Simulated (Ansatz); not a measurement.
This geometry of ClFGeH₂ (5 atoms, charge 0, multiplicity 1) is a first-order saddle point.

The calculation used RKS B3LYP-D4/def2-SVP in Ansatz.

```xyz
5
Properties=species:S:1:pos:R:3
Ge 0.230 -0.060 -0.435
Cl 1.226 -0.056 1.913
H 1.696 0.087 0.312
F -0.792 1.360 -0.426
H -0.791 -1.224 -0.253
```

**Question.** Which two structures does it join? (They come from a converged band through this point; their orientation in space is the band's.)

**Answer.** Bonds broken: Ge1–Cl2, Ge1–H3. Bonds formed: Cl2–H3. ClFGeH2 becomes ClH + FGeH.

First end point:

```xyz
5
Properties=species:S:1:pos:R:3
Ge 0.335 -0.055 0.089
Cl 0.686 -0.003 2.218
H 1.677 0.046 -0.645
F -0.573 1.377 -0.308
H -0.555 -1.258 -0.244
```

Last end point:

```xyz
5
Properties=species:S:1:pos:R:3
Ge -0.274 -0.320 -0.861
Cl 1.500 -0.209 1.429
H 2.457 0.440 0.848
F -0.920 1.297 -0.521
H -1.194 -1.102 0.215
```

**Question.** How far does it lie above each of them?

**Answer.** 52.1 kcal/mol above the first and 15.6 kcal/mol above the second. This is the barrier of this one path; another mechanism may lie lower. The orbitals stay closed-shell, which can raise the energy where a bond breaks towards radicals; this wasn't checked here.

Time of the run: 2.9 min on 1 thread of Arm Neoverse V2, on a shared host, peak memory 0.15 GiB.
